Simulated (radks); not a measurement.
Values are calculated unless marked as measured or tabulated.
Question: The selenium anion Se2-, [Kr], held by a Watson sphere: a shell of charge +2 at radius R that stands for the Madelung well of a crystal (potential energy -2/R inside, -2/r outside, in hartree with lengths in bohr). Level of theory: scalar-relativistic Kohn-Sham, LDA (Slater exchange, VWN5 correlation), spin-polarised, spherical densities, finite nucleus; Fermi nuclear charge, rms radius of each element as measured or else 0.836 A^(1/3) + 0.57 fm (a radial shooting solver on a logarithmic mesh with Libxc functionals). Response by self-consistent Sternheimer equations with the Hartree and adiabatic LDA kernel, the relativistic mass of each level held fixed and spin-orbit coupling left out. The sphere does not respond.

| R (bohr) | e(3d) (eV) | e(4s) (eV) | e(4p) (eV) | <r> 4p (bohr) | sum of <r^2> (bohr^2) | X-ray form factor at sin(theta)/lambda = 0.2 1/angstrom | alpha (bohr^3) |
|---|---|---|---|---|---|---|---|
| 3.56 | -50.149 | -15.382 | -5.603 | 2.608 | 65.71 | 26.890 | 63.23 |
| 3.7 | -50.007 | -15.150 | -5.381 | 2.636 | 66.96 | 26.883 | 68.13 |
| 4.35 | -49.382 | -14.228 | -4.450 | 2.752 | 72.56 | 26.873 | 95.38 |
| 4.52 | -49.230 | -14.022 | -4.234 | 2.780 | 73.98 | 26.874 | 103.9 |

Estimate the row for R = 2.93 bohr.

Answer: e(3d) (eV) -50.819; e(4s) (eV) -16.610; e(4p) (eV) -6.693; <r> 4p (bohr) 2.469; sum of <r^2> (bohr^2) 59.85; X-ray form factor at sin(theta)/lambda = 0.2 1/angstrom 26.969; alpha (bohr^3) 44.80.
